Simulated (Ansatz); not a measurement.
ZrS2⁺. Charge 1, multiplicity 2. Geometry B3LYP-D4/def2-TZVP, that of the neutral singlet; atoms count from 1.

```xyz
3

Zr    1.156    0.720    0.371
S    -0.030   -1.252   -0.164
S    -1.127    0.532   -0.207
```

In the def2 sets Zr takes a core potential; there is no spin–orbit coupling. The structure comes from a short search, and lower isomers may exist.

**Question.** Estimate the Mulliken populations from the PBE0/def2-TZVP orbitals of Ansatz.

**Answer.** 
```csv
atom,charge (e),spin (α − β),d electrons
Zr1,1.16,1.25,2.32
S2,-0.08,-0.12,–
S3,-0.08,-0.12,–
```
Mulliken values depend strongly on the basis.

**Question.** Where does the spin sit?

**Answer.** Summed by element: Zr 1.25, S -0.25, of 1 unpaired in all. Largest on single atoms: Zr1 1.25, S2 -0.12, S3 -0.12.

**Question.** And the Mayer bond orders between heavy atoms (over 0.3)?

**Answer.** Zr1–S2 1.41 (2.36 Å); Zr1–S3 1.41 (2.36 Å); S2–S3 1.08 (2.09 Å).
